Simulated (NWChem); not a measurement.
System: HTeOI; SMILES O[Te]I

```xyz
4

Te     0.2976     1.2064     0.0022
I     -0.0147    -1.4894     0.0038
O     -1.5963     1.8006     0.0659
H     -1.9283     1.7997    -0.8426
```
Atoms are numbered in this order, from 1.

Coordinates come from a PBE0/def2-SVP optimisation. def2 effective core potentials on Te, I; no spin-orbit coupling.

**Question.** List the 6 lowest vertical singlet excitations from LDA (Slater exchange, VWN5)/def2-SVPD with def2 effective core potentials on Te, I, TDA (NWChem).

**Answer.** 
```tsv
state	energy (eV)	oscillator strength	leading excitation (squared amplitude)
S1	2.03	0.002	HOMO → LUMO (0.99)
S2	2.62	0.001	HOMO → LUMO+1 (0.98)
S3	3.56	0.002	HOMO−1 → LUMO (0.99)
S4	3.77	0.000	HOMO−2 → LUMO (0.99)
S5	4.08	0.003	HOMO−1 → LUMO+1 (0.79)
S6	4.23	0.001	HOMO−2 → LUMO+1 (0.97)
```
